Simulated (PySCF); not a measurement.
C4H5FOSi.
SMILES with atom numbers: `[CH:1]#[C:2][C:3](=[CH2:4])[O:5][SiH2:6][F:7]` (hydrogens: H8 on C1; H9, H10 on C4; H11, H12 on Si6)

Level of theory: PBE0-D3(BJ)/def2-SVP geometry optimisation, gas phase (PySCF 2.14.0).

(1) Give the optimised bond lengths and angles.

## Answers

(1) 
```
            bond  length (pm)
           C1≡C2        121.2
           C2–C3        143.4
           C3=C4        134.5
           C3–O5        135.4
          O5–Si6        166.6
          Si6–F7        161.1
           C1–H8        107.5
           C4–H9        108.9
          C4–H10        109.3
Si6–H11, Si6–H12        148.4
```

Bonds in one row agree within 1 pm and their mean is given. A selection of angles:
```
      angle  degrees
   C2–C1–H8    179.8
   C1–C2–C3    179.8
   C2–C3–C4    122.0
   C2–C3–O5    113.3
   C4–C3–O5    124.6
   C3–C4–H9    120.0
  C3–C4–H10    122.0
  H9–C4–H10    118.0
  C3–O5–Si6    128.4
  O5–Si6–F7    105.1
 O5–Si6–H11    110.2
 F7–Si6–H11    108.9
H11–Si6–H12    113.1
```

Dihedral angles: C2–C3–O5–Si6 176° (antiperiplanar); C3–O5–Si6–F7 -178° (antiperiplanar). The mirror-image conformer, all signs reversed, is as good.

Of the pairs four or more bonds apart, Si6···H10 is among the closest relative to their van der Waals radii: 2.84 Å, 86 % of the sum of Bondi's values. Si6 (fluorine-bound silicon) is distorted tetrahedral (angles from 105.1° to 113.1°). The C–C distances run from 1.212 Å (C1≡C2, drawn triple) to 1.434 Å (C2–C3, drawn single), a spread of 0.222 Å. The 7 heavy atoms lie in one plane (0.018 Å rms).

Point group: near Cs, missed by 0.11 Å at most; the miss may be what the optimiser left on a soft mode. PBE0-D3(BJ)/def2-SVP frequencies: not computed here. One conformer, not necessarily the lowest.

Time: 64 s wall; peak memory 0.52 GiB. Hardware: an Arm Neoverse V1 with one thread, no GPU (shared host). This is the geometry optimisation.
